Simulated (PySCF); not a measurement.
TiCl3 holds Ti(III), d1, at total charge 0. The structure is a model geometry with rigid ligands and bond lengths from ionic radii, not a minimum; coordination trigonal planar, point group D3h, metal–donor distances 2.20 Å.

Method (PySCF 2.14, density fitting): CASSCF(1,5) with orbitals averaged over all microstates of the shell, strongly contracted NEVPT2 on the averaged canonical orbitals; basis x2c-TZVPall on the metal, x2c-SVPall elsewhere; spin-free X2C; gas phase; spin-orbit coupling by state interaction with the mean-field operator over all roots.

CASSCF energies above the lowest CASSCF root:

| state | CASSCF / cm⁻¹ |
| --- | --- |
| 2A1' | 0 |
| 2E'' | 2772 |
| 2E' | 13357 |

Task: How does dynamic correlation (SC-NEVPT2) move these states?

Result: 
| state | NEVPT2 / cm⁻¹ | shift / cm⁻¹ |
| --- | --- | --- |
| 2A1' | 0 | 0 |
| 2E'' | 4020 | +1248 |
| 2E' | 14912 | +1554 |

Charge-transfer states lie outside this active space and may come lower than some of these levels. NEVPT2 lifts 2E'' from 2772 to 4020 cm⁻¹; on the d shell alone such lifts tend to overshoot. NEVPT2 on the d shell alone tends to put d–d bands too high for such charged or covalently bound ions.
